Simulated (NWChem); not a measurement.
System: C2H7BO; SMILES B(C)(O)C

```xyz
11

B      0.0773    -0.0135    -0.0031
C     -0.7067     1.3609     0.0012
H     -1.5006     1.3622     0.7660
H     -1.2244     1.4865    -0.9661
H     -0.0773     2.2520     0.1590
C     -0.6737    -1.3981    -0.0033
H     -1.1042    -1.5732     0.9991
H     -0.0082    -2.2428    -0.2329
H     -1.5252    -1.4086    -0.7025
O      1.4378    -0.0515    -0.0021
H      1.8323     0.8264     0.0222
```
Atoms are numbered in this order, from 1.

Computed with NWChem. Medium grid unless said otherwise, to which SCAN and Minnesota functionals are sensitive. The geometry was optimised at PBE0/def2-SVP.

**Question.** Among these, which level gives the lowest value of “highest occupied level (eV)”?
A) TPSSh/def2-SVP
B) CAM-B3LYP/def2-SVP
C) B3LYP/def2-SVP
D) LDA (Slater exchange, VWN5)/def2-SVP

**Answer.** B, CAM-B3LYP/def2-SVP. Values: CAM-B3LYP/def2-SVP -9.72; B3LYP/def2-SVP -8.04; TPSSh/def2-SVP -7.51; LDA (Slater exchange, VWN5)/def2-SVP -6.85
